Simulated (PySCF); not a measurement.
Species: C₂H₇Ge₂N.
Numbering: `[N:1]#[C:2][GeH2:3][CH2:4][GeH3:5]` (hydrogens: H6, H7 on Ge3; H8, H9 on C4; H10, H11, H12 on Ge5)

Method used: PBE0-D3(BJ)/def2-SVP geometry optimisation, gas phase in PySCF 2.14.0.

(1) What internal coordinates does the optimisation give?

Results:

(1) 
```csv
bond,length (pm)
N1≡C2,116.0
C2–Ge3,193.3
Ge3–C4,194.2
C4–Ge5,196.4
"Ge3–H6, Ge3–H7",153.5
"C4–H8, C4–H9",110.2
"Ge5–H10, Ge5–H11, Ge5–H12",153.8
```

Bonds in one row agree within 1 pm and their mean is given. A selection of angles:
```csv
angle,degrees
N1–C2–Ge3,179.4
C2–Ge3–C4,107.5
C2–Ge3–H6,106.1
C4–Ge3–H6,112.4
C4–Ge3–H7,113.3
H6–Ge3–H7,111.0
Ge3–C4–Ge5,114.9
Ge3–C4–H8,108.1
Ge5–C4–H8,108.9
H8–C4–H9,107.3
C4–Ge5–H10,109.1
H10–Ge5–H11,109.5
```

Torsions: C2–Ge3–C4–Ge5 -62° (synclinal). The mirror-image conformer, all signs reversed, is as good.

Ge3 (germanium bonded to 2 C and 2 H) is distorted tetrahedral (angles from 106.0° to 113.3°). Ge5 (germanium bonded to C and 3 H) is tetrahedral (angles from 109.1° to 109.9°). The 3 C–Ge bonds span 1.933 Å (C2–Ge3, drawn single) to 1.964 Å (C4–Ge5, drawn single), a spread of 0.031 Å.

Point group: C1 (no symmetry element, even within 0.4 Å). Not checked by PBE0-D3(BJ)/def2-SVP frequencies. The numbers are those of one conformer.
